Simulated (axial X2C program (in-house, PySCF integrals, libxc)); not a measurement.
# Potential curves of GeH⁺, without spin–orbit coupling

All values were computed with an axial X2C code built on PySCF integrals. Spin-free means the one-electron spin-free X2C Hamiltonian. Basis: Ge dyall-cv3z [9s9p7d4f1g], H dyall-v3z [6s2p1d] (cores contracted in-house); Gaussian nuclei, density fitting, unrestricted open shells. Masses: Ge 73.921 u, H 1.008 u.

State: M_S = 0, Λ = 0 (closed shell). Energies in kJ/mol from the fragments at the same level (Ge+ + H). Fits are polynomials in 1 − R0/R over 0.85 to 1.23 times the lowest point R0.

```tsv
R (Å)	CCSD	PBE0	MP2
1.3789		-247.80	-247.48
1.4424	-283.60	-270.57	-267.51
1.4899	-292.55	-280.80	-275.73
1.5374	-296.86	-286.35	-279.31
1.5850	-297.37	-288.02	-279.08
1.6405	-294.18	-285.99	-274.92
1.6960	-287.75	-280.51	-267.42
1.7673	-275.90	-269.57	-254.05
1.8544		-251.85	-233.61
1.9812		-220.62	-198.87
```

Correlated methods: 14 electrons correlated (number of frozen shells: Ge 3 s, 2 p; H none), 168 virtual spin orbitals or spinors in MP2.

Occupations by symmetry block were frozen at the best pattern of an incomplete PBE0 search. Closed shells are restricted here (equal orbitals for both partners); the stretched side of such a curve lies too high. Dissociation energies refer to the lowest single-determinant-based atoms at the same level and basis. CCSD ran in a truncated set of natural virtual spinors with an MP2 remainder; without triples it tends to underbind. Spin-free De lacks the spin–orbit lowering of the heavy p-block atom, a tenth of an eV or more for 4p and 5p, up to an eV for 6p and one to two eV for 7p atoms, less what an open-shell molecule gains itself. Coupled cluster ran on the points near the minimum only. MP2 and coupled cluster on one determinant become unreliable at the stretched end.

(1) Fit the CCSD curve near its minimum: give the equilibrium distance, the harmonic wavenumber and the well depth.

(2) What are Re, ωe and De at the PBE0 level?

(3) Fit the MP2 curve near its minimum: give the equilibrium distance, the harmonic wavenumber and the well depth.

## Answers

(1) At CCSD, spin-free: Re = 1.568 Å, ωe ≈ 2030 cm⁻¹, De = 3.08 eV to Ge+ + H; Be follows as 6.89 cm⁻¹.

(2) At PBE0, spin-free: Re = 1.585 Å, ωe ≈ 2000 cm⁻¹, De = 2.99 eV to Ge+ + H; Be follows as 6.75 cm⁻¹.

(3) At MP2, spin-free: Re = 1.558 Å, ωe ≈ 2090 cm⁻¹, De = 2.90 eV to Ge+ + H; Be follows as 6.99 cm⁻¹.
